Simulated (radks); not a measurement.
The numbers below are computed, except where a source is named.
Question: Ionisation of S, [Ne] 3s2 3p4, to S+, [Ne] 3s2 3p3, under several functionals. Scalar-relativistic Kohn-Sham, spin-unpolarised, spherical densities, finite nucleus; a radial shooting solver on a logarithmic mesh with Libxc functionals. Known Delta-SCF values: PBE 11.769 eV; LDA (Slater exchange, Perdew-Zunger correlation) 11.863 eV. What does HCTH/407 give, and what is its highest occupied eigenvalue?

Answer: 11.993 eV by Delta-SCF; the 3p eigenvalue is -7.213 eV. NIST: 10.360 eV (measured).

Beside tabulated values, note that spin-unpolarised runs miss the spin-polarisation part of the exchange energy of open shells.
